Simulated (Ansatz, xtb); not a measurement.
## CH10AlNSi: which of two isomers lies lower

Structure X is `C[SiH2][NH2+][AlH3-]`, a singlet and structure Y is `[NH3+][AlH2-][CH2][SiH3]`, a singlet. Both are isolated molecules in the gas phase, relaxed with PBE0-D3(BJ)/def2-SVP, each in the lowest conformer that the search found.

X (Å):

```json
{"atom": "C", "x (Å)": "-2.4482", "y (Å)": "2.4817", "z (Å)": "1.3900"}
{"atom": "Al", "x (Å)": "0.2818", "y (Å)": "0.2620", "z (Å)": "0.5101"}
{"atom": "N", "x (Å)": "0.0681", "y (Å)": "2.2005", "z (Å)": "-0.1976"}
{"atom": "Si", "x (Å)": "-0.8356", "y (Å)": "3.2895", "z (Å)": "0.9404"}
{"atom": "H", "x (Å)": "-3.0513", "y (Å)": "2.2729", "z (Å)": "0.4931"}
{"atom": "H", "x (Å)": "-2.2724", "y (Å)": "1.5341", "z (Å)": "1.9202"}
{"atom": "H", "x (Å)": "-3.0289", "y (Å)": "3.1499", "z (Å)": "2.0447"}
{"atom": "H", "x (Å)": "-1.0567", "y (Å)": "4.5867", "z (Å)": "0.2291"}
{"atom": "H", "x (Å)": "0.0868", "y (Å)": "3.5065", "z (Å)": "2.0849"}
{"atom": "H", "x (Å)": "1.0107", "y (Å)": "2.5534", "z (Å)": "-0.3795"}
{"atom": "H", "x (Å)": "-0.3877", "y (Å)": "2.1351", "z (Å)": "-1.1109"}
{"atom": "H", "x (Å)": "-1.0532", "y (Å)": "-0.4039", "z (Å)": "-0.0905"}
{"atom": "H", "x (Å)": "1.6866", "y (Å)": "-0.1415", "z (Å)": "-0.1555"}
{"atom": "H", "x (Å)": "0.2694", "y (Å)": "0.5640", "z (Å)": "2.0929"}
```

Y (Å):

```tsv
atom	x (Å)	y (Å)	z (Å)
C	0.1244	1.8286	-0.4329
Al	-0.7620	3.4672	0.2830
N	-1.9107	2.7672	1.8633
Si	-0.1681	0.2703	0.5305
H	-2.4176	3.5423	2.2929
H	-1.3413	2.3319	2.5920
H	-2.6013	2.0735	1.5698
H	0.1747	4.4774	1.1107
H	-1.9452	4.0918	-0.6073
H	1.2131	2.0119	-0.4713
H	-0.2104	1.6619	-1.4720
H	0.5294	-0.9581	0.0315
H	0.2391	0.4413	1.9706
H	-1.6372	-0.0607	0.5776
```

Quicker runs give these differences E(Y) − E(X): GFN2-xTB +31.0 kcal/mol; HF/STO-3G +10.7 kcal/mol (at GFN2-xTB geometries); r2SCAN-D4/def2-SVP +3.5 kcal/mol (at GFN2-xTB geometries).

**Question.** Estimate E(Y) − E(X) at the level CCSD(T)/def2-SVP + ΔMP2/def2-TZVPP.

**Answer.** Calculated at CCSD(T)/def2-SVP + ΔMP2/def2-TZVPP: E(Y) − E(X) = +5.5 kcal/mol, so structure X lies lower.

The same difference at several levels:

```tsv
level	geometry	E(Y) − E(X) (kcal/mol)	departure from the last row (kcal/mol)	job, with rough time for the two
GFN2-xTB	GFN2-xTB	+31.0	+25.5	optimisation, 0.26 s
HF/STO-3G	GFN2-xTB	+10.7	+5.2	single point, 0.26 s
r2SCAN-D4/def2-SVP	GFN2-xTB	+3.5	−2.0	single point, 2.3 s
PBE0-D3(BJ)/def2-SVP	PBE0-D3(BJ)/def2-SVP	+4.0	−1.5	optimisation, 46 s
HF/def2-SVP	PBE0-D3(BJ)/def2-SVP	+6.8	+1.3	part of the CCSD(T) run
MP2/def2-SVP	PBE0-D3(BJ)/def2-SVP	+4.6	−0.9	part of the CCSD(T) run
CCSD(T)/def2-SVP	PBE0-D3(BJ)/def2-SVP	+4.7	−0.8	single point
CCSD(T)/def2-SVP + ΔMP2/def2-TZVPP	PBE0-D3(BJ)/def2-SVP	+5.5		single point, 25 s
```

As drawn, Y has 1 C–Al, 1 N–H, 1 Si–H in place of 1 N–Si, 1 C–H, 1 Al–H.

None of the levels shown reverses the order. The largest departure from CCSD(T)/def2-SVP + ΔMP2/def2-TZVPP is that of GFN2-xTB, 25.5 kcal/mol. A small imaginary or near-zero mode remains, so no thermal terms are given. The last row adds to CCSD(T) the change of the MP2 difference between the two basis sets, here +0.8 kcal/mol.

The correlated steps freeze 12 core orbitals. Programs: Ansatz 0.2.0, xtb 6.7.1; the last row on 2 threads of Intel(R) Xeon(R) 6975P-C (Granite Rapids) on a shared host.
